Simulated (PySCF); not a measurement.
In(F)(SH)2 (FH₂InS₂), SMILES [F][In]([SH])[SH].

The structure is a stationary point at B3LYP-D3(BJ)/def2-SVP. The def2 effective core potentials stand for the cores of In; spin–orbit coupling is left out. Other conformers were not sampled.

Method: TDDFT-ωB97X/def2-SVPD run with PySCF.

Vertical excitations.  State labels are in the subgroup Cs.

Computed excitation energies, oscillator strengths and character:
```
state  symmetry  energy (eV)  λ (nm)      f                                                                  main pairs
-----  --------  -----------  ------  -----  --------------------------------------------------------------------------
S1           A"         4.56     272  0.000                                                              HOMO→LUMO 94 %
S2           A"         4.98     249  0.037                                                            HOMO−1→LUMO 92 %
S3           A'         5.72     217  0.046                                          HOMO→LUMO+1 55 %, HOMO−2→LUMO 41 %
S4           A'         6.35     195  0.000                                        HOMO−1→LUMO+1 79 %, HOMO−3→LUMO 17 %
S5           A"         6.48     191  0.001    HOMO→LUMO+2 40 %, HOMO−2→LUMO+1 19 %, HOMO→LUMO+5 8 %, HOMO−1→LUMO+4 8 %
S6           A"         6.62     187  0.022  HOMO−1→LUMO+2 30 %, HOMO−2→LUMO+1 17 %, HOMO→LUMO+4 15 %, HOMO→LUMO+3 14 %
S7           A"         6.63     187  0.005                                        HOMO−2→LUMO+1 62 %, HOMO→LUMO+2 12 %
S8           A'         6.78     183  0.781                        HOMO−2→LUMO 44 %, HOMO→LUMO+1 35 %, HOMO−4→LUMO 12 %
S9           A"         7.25     171  0.024                                                            HOMO−5→LUMO 83 %
S10          A'         7.34     169  0.241                                                            HOMO−4→LUMO 69 %
T1           A"         4.23     293      0                                                              HOMO→LUMO 92 %
T2           A"         4.60     270      0                                                            HOMO−1→LUMO 91 %
T3           A'         4.86     255      0                                                            HOMO−2→LUMO 91 %
T4           A'         5.63     220      0                                                            HOMO→LUMO+1 95 %
```
Triplets are in the Tamm–Dancoff approximation, which puts them higher than full response would, so one can lie above its singlet here.
